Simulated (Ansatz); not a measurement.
What each rung costs, and what it gives

Saddle point of SiH5BrO, closed shell (SiH₃BrO ([OH][SiH2][Br]) + H₂ → SiH₄O ([OH][SiH3]) + HBr; bonds formed: Si1–H7, Br2–H6; bonds broken: Si1–Br2, H6–H7), PBE0-D4/def2-TZVP structure:

```
8
angstrom
Si -0.5842 -0.1579 0.0020
Br 2.1168 -0.4086 -0.4229
H -0.6587 -1.3446 -0.8603
H -1.8851 0.5558 0.0004
O -0.2012 -0.1308 1.5718
H 0.6453 0.7660 -0.9684
H -0.1384 1.1313 -1.0715
H 0.7057 -0.4112 1.7490
```

Barriers are electronic and count from the start structure reached by relaxing down the imaginary mode.

Program: Ansatz 0.2.0. Basis: as named in each row. Cores are frozen in the correlated methods. Filled d shells of the heavier atoms are correlated. The def2 sets are not built for correlating such inner shells, so the correlated values are less sure here. B3LYP uses VWN-RPA correlation. Extrapolation: Hartree–Fock as exp(−7.88 √X), correlation as X^−2.97.

Times are rough, for one single point on 4 threads of a shared host (AMD EPYC 7R43).

The estimate by CCSD(T) at an estimated basis limit (MP2 extrapolated from triple and quadruple zeta, plus CCSD(T) − MP2 in triple zeta) is 202.6 kJ/mol.

| method | basis | time (s) | barrier (kJ/mol) | method less estimate |
| --- | --- | --- | --- | --- |
| HF | STO-3G | under 1 | 459.8 | 257.2 |
| PBE-D4 | STO-3G | under 1 | 313.1 | 110.4 |
| SPW92 | def2-SVP | under 1 | 136.0 | -66.6 |
| PBE-D4 | def2-SVP | under 1 | 165.4 | -37.3 |
| B3LYP-D4 | 6-31G | 1 | 219.7 | 17.1 |
| PBE0-D4 | def2-SVP | 1 | 180.7 | -21.9 |
| SPW92 | def2-TZVPP | 1 | 136.6 | -66.0 |
| BLYP-D4 | def2-TZVPP | 2 | 183.0 | -19.6 |
| PBE-D4 | def2-TZVPP | 2 | 168.0 | -34.6 |
| PBE0-D4 | def2-TZVPP | 2 | 181.9 | -20.8 |
| B3LYP-D4 | def2-TZVPP | 3 | 192.5 | -10.1 |
| BHLYP-D4 | def2-TZVPP | 3 | 207.7 | 5.0 |
| r2SCAN-D4 | def2-TZVPP | 3 | 180.9 | -21.8 |
| CAM-B3LYP-D4 | def2-TZVPP | 3 | 198.1 | -4.6 |
| CCSD(T) | def2-SVP | 4 | 217.0 | 14.4 |
| r2SCAN0-D4 | def2-TZVPP | 4 | 189.5 | -13.1 |
| wB97M-V | def2-SVP | 4 | 192.0 | -10.7 |
| RPA on PBE | def2-TZVPP | 5 | 209.3 | 6.7 |
| B2PLYP | def2-TZVPP | 5 | 201.2 | -1.4 |
| wB97X-V | def2-TZVPP | 6 | 201.9 | -0.8 |
| PBE-QIDH | def2-TZVPP | 6 | 196.7 | -6.0 |
| B97M-V | def2-TZVPP | 6 | 192.9 | -9.7 |
| wB97M-V | def2-TZVPP | 8 | 197.3 | -5.3 |
| MP2 | def2-QZVPP | 17 | 204.5 | 1.9 |
| CCSD(T) | def2-TZVPP | 65 | 206.2 | 3.5 |

All methods are single points on the PBE0-D4 structures.

T1 diagnostic: at most 0.011.

Labels in which every atom is bracketed show which atoms are joined, not bond orders.
